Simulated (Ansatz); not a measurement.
Basis sets compared for Al₇P₇H₂₀, a nanocrystal cut from zinc blende AlP (hydrogen-capped). Charge 0, multiplicity 1. Geometry PBE-D4/def2-SVP. Ansatz on 2 threads of AMD EPYC 7R13 on a shared host and a share (18 GiB) of an NVIDIA H100 80GB HBM3; times are rough, and most runs start from earlier orbitals.

```xyz
34

Al   -2.3725    2.8636   -0.5489
Al    0.0939   -3.5633    1.4036
Al   -0.6774    0.5641    2.1948
Al   -1.6022   -0.9108   -1.4860
Al    0.6119    1.9052   -3.1818
Al    2.2935   -0.3882   -0.4227
Al    1.5475    3.3855    0.5202
P    -1.3892   -3.1312   -0.4381
P    -2.1121    0.5531    0.3076
P    -0.0823    3.1654   -1.2451
P    -0.5506   -1.7944    2.8982
P     2.1404   -2.6572    0.5269
P     1.4616    1.0304    1.2850
P     0.6123   -0.3206   -2.0928
H    -2.7267    3.7516    0.7412
H    -3.3659    2.7374   -1.8041
H     0.1331   -5.0462    1.9878
H    -1.1396    1.3710    3.4890
H    -2.6809   -1.0886   -2.6455
H    -0.5464    1.8298   -4.2914
H     2.1467    2.1881   -3.5597
H     3.8123   -0.2160   -0.8734
H     0.9827    4.2489    1.7506
H     3.0317    3.5846   -0.0595
H    -2.6720   -3.6266   -0.0379
H    -1.0964   -4.1282   -1.4236
H    -3.3990    0.1501    0.7928
H    -0.1170    4.5018   -1.7710
H    -1.7827   -2.2111    3.4976
H     0.2825   -1.9313    4.0551
H     3.1253   -2.8432    1.5499
H     2.6390   -3.6288   -0.3996
H     2.3862    0.9201    2.3744
H     1.0122   -1.2650   -3.0937
```

Single mean-field runs in def2-TZVP are fitted with def2-universal-jkfit.

Binding counts from free atoms (Al doublet, P quartet, H doublet) in the same basis, without a counterpoise term.

```tsv
level	functions	energy (Eh)	HOMO (eV)	LUMO (eV)	binding per atom (eV)	wall time
PBE-D4/def2-SVP	352	-4095.5102	-5.89	-2.30	2.91	3.9 s
PBE0-D4/def2-SVP	352	-4095.9285	-6.99	-1.54	2.90	5 s
```

**Question.** Estimate the rows for PBE-D4/def2-TZVP, PBE0-D4/def2-TZVP (with forces).

**Answer.** 
```
                          level  functions  energy (Eh)  HOMO (eV)  LUMO (eV)  binding per atom (eV)  wall time
               PBE-D4/def2-TZVP        638   -4096.9229      -5.97      -2.55                   2.89        6 s
PBE0-D4/def2-TZVP (with forces)        638   -4097.3182      -7.03      -1.79                   2.89      7.5 s
```
